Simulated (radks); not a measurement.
The numbers below are computed, except where a source is named.
Problem. These are the eigenvalues of the occupied orbitals of an atom or ion with whole-number occupations (hartree). Level of theory: Dirac Kohn-Sham, LDA (Slater exchange, Perdew-Wang correlation), spin-unpolarised, spherical densities, point nucleus (a radial shooting solver on a logarithmic mesh with Libxc functionals).

| orbital | eigenvalue |
|---|---|
| 1s1/2 | -1019.196 |
| 2s1/2 | -153.5232 |
| 2p1/2 | -143.3243 |
| 2p3/2 | -135.5856 |
| 3s1/2 | -30.00234 |
| 3p1/2 | -25.88042 |
| 3p3/2 | -24.48279 |
| 3d3/2 | -17.16326 |
| 3d5/2 | -16.87660 |
| 4s1/2 | -5.48196 |
| 4p1/2 | -4.13184 |
| 4p3/2 | -3.88422 |
| 4d3/2 | -1.78814 |
| 4d5/2 | -1.75524 |

Which element is it, and in what charge state? The configuration may be excited. Open shells, if any, are shared by 2j + 1.

Solution. Z = 49, indium, charge +3: In3+ in [Kr] 4d10. The list shows which subshells hold electrons but not how many an open one holds; the 1s level, -1019.2 hartree, gives Z - s = 45.1 by -(Z - s)^2/2, which with screening and relativity narrows Z to a few neighbours, and the depths of the outer levels then fix element, charge and occupations together.
